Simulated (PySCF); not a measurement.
An unknown is described by computed data only.

Formula: C6H12S.

| Item | Value |
| --- | --- |
| Rotational structure | rotational constants A, B, C: 5.467, 0.891, 0.849 GHz [GFN2-xTB] |
| Dipole | 1.79 D [PBE0/def2-SVPD] |
| 1H NMR | chemical shifts (computed TMS as zero) by class: 2.40 (2 H), 1.98 (3 H), 1.36 (2 H), 0.59 (1 H), 0.46 (2 H), -0.03 (2 H) ppm [GIAO PBE0/pcSseg-1] |
| 13C NMR | chemical shifts (computed TMS as zero) by class: 40.3 (1 C), 39.8 (1 C), 19.8 (1 C), 13.7 (1 C), 6.4 (2 C) ppm [GIAO PBE0/pcSseg-1] |
| NMR, other nuclei | isotropic shieldings of nuclei other than C and H, by class: 544 (1 S) ppm [GIAO PBE0/pcSseg-1] |
| UV, first state | lowest singlet excitation: 5.41 eV (229 nm, f = 0.000) [TDDFT PBE0/def2-SVPD] |
| Triplet | lowest triplet excitation (Tamm–Dancoff): 4.98 eV [TDA PBE0/def2-SVPD] |
| UV, strongest line | among the 6 lowest singlet transitions: S3 at 6.18 eV (200 nm, f = 0.021) [TDDFT PBE0/def2-SVPD] |

Gas-phase values; electronic properties from PySCF, density fitting. Levels stand in brackets. The structure is a single GFN2-xTB conformer in the gas phase; no vibrational or solvent corrections. NMR values are class means; diastereotopic atoms form classes of their own.

**Question.** Propose a structure and show how it fits.

**Answer.** Numbering: `[CH3:1][S:2][CH2:3][CH2:4][CH:5]1[CH2:6][CH2:7]1`. Its formula, C6H12S, gives 1 degree of unsaturation: 1 ring and 0 π bonds in the structure found. 6 carbons fall into 5 classes; from least to most shielded: chain sp3 carbon bound to sulfur [C3] (40.3 ppm), chain CH2 carbon [C4] (39.8 ppm), S-methyl carbon [C1] (19.8 ppm), three-membered-ring carbon [C5] (13.7 ppm), three-membered-ring carbon [C6/C7] (6.4 ppm, 2 C). Hydrogen classes from least to most shielded: 2 H on an sp3 carbon bound to sulfur, C3 (2.40 ppm), 3 H on an S-methyl carbon, C1 (1.98 ppm, a mean of values up to 0.6 ppm apart in this geometry), 2 H on a chain CH2 carbon, C4 (1.36 ppm, a mean of values up to 1.5 ppm apart in this geometry), 1 H on a three-membered-ring carbon, C5 (0.59 ppm), 2 H on 2 three-membered-ring carbons, C6/C7 (0.46 ppm), 2 H on 2 three-membered-ring carbons, C6/C7 (-0.03 ppm). The other shieldings belong to: 544 ppm, sulfide sulfur [S2]. The optimised geometry has point group C1 and is an asymmetric top. Structure: `CSCCC1CC1`. Computed isomers that give other values at the same levels: `SC1CCCCC1` (13C chemical shifts (computed TMS as zero) by class: 45.5 (1 C), 39.9 (2 C), 30.6 (2 C), 29.2 (1 C) ppm); `CC(C)SC1CC1` (13C chemical shifts (computed TMS as zero) by class: 46.9 (1 C), 25.6 (2 C), 20.3 (1 C), 10.3 (2 C) ppm); `CCC[C@@H]1CCS1` (13C chemical shifts (computed TMS as zero) by class: 48.0 (1 C), 47.4 (1 C), 31.8 (1 C), 26.2 (1 C), 24.6 (1 C), 16.7 (1 C) ppm). The assignments are read from this structure; whether some other isomer fits the data as well wasn't checked.

Shape of the structure used: `[CH3:1][S:2][CH2:3][CH2:4][CH:5]1[CH2:6][CH2:7]1`: C1–S2–C3–C4 -72°, S2–C3–C4–C5 -177°, C3–C4–C5–C6 -155°.
